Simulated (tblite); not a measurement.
Compound: C6H3N2 (doublet state).
Numbering: `[CH:1]#[C:2]/[CH:3]=[N:4]\[CH:5]=[C:6]\[C:7]#[N:8]` (hydrogens: H9 on C1; H10 on C3; H11 on C5)

Structure optimised with GFN2-xTB, isolated species. This method treats the open shell by occupation alone, without spin polarisation.

Question: What internal coordinates does the optimisation give?

Answer: 
| bond | length (Å) |
| --- | --- |
| C1≡C2 | 1.204 |
| C2–C3 | 1.413 |
| C3=N4 | 1.274 |
| N4–C5 | 1.370 |
| C5=C6 | 1.308 |
| C6–C7 | 1.316 |
| C7≡N8 | 1.170 |
| C1–H9 | 1.050 |
| C3–H10 | 1.085 |
| C5–H11 | 1.101 |

A selection of angles:
| angle | degrees |
| --- | --- |
| C1–C2–C3 | 177.5 |
| C2–C3–N4 | 127.2 |
| C3–N4–C5 | 121.9 |
| N4–C5–C6 | 124.2 |
| C5–C6–C7 | 170.0 |
| C6–C7–N8 | 178.5 |

Dihedral angles: C2–C3–N4–C5 -4° (synperiplanar); C3–N4–C5–C6 167° (antiperiplanar). The mirror-image conformer, all signs reversed, is as good.

The C–C distances run from 1.204 Å (C1≡C2, drawn triple) to 1.413 Å (C2–C3, drawn single), a spread of 0.209 Å. The C–N distances run from 1.170 Å (C7≡N8, drawn triple) to 1.370 Å (N4–C5, drawn single), a spread of 0.200 Å. Of the pairs four or more bonds apart, C2···H11 is among the closest relative to their van der Waals radii: 2.53 Å, 87 % of the sum of Bondi's values. C5 (carbon bonded to C, N and H) is planar (angles 124.2°, 118.6° and 117.1°, sum 360.0°, 0.01 Å off the plane of its three neighbours). C3 (carbon bonded to C, N and H) is planar (angles 127.2°, 116.4° and 116.3°, sum 360.0°, 0.01 Å off the plane of its three neighbours). C6 (carbon bonded to 2 C) is bent (angle 170.0°).

Point group: C1 (no symmetry element, even within 0.4 Å). Its GFN2-xTB frequencies are all real (lowest 20 cm⁻¹).

The numbers are calculated, not measured.
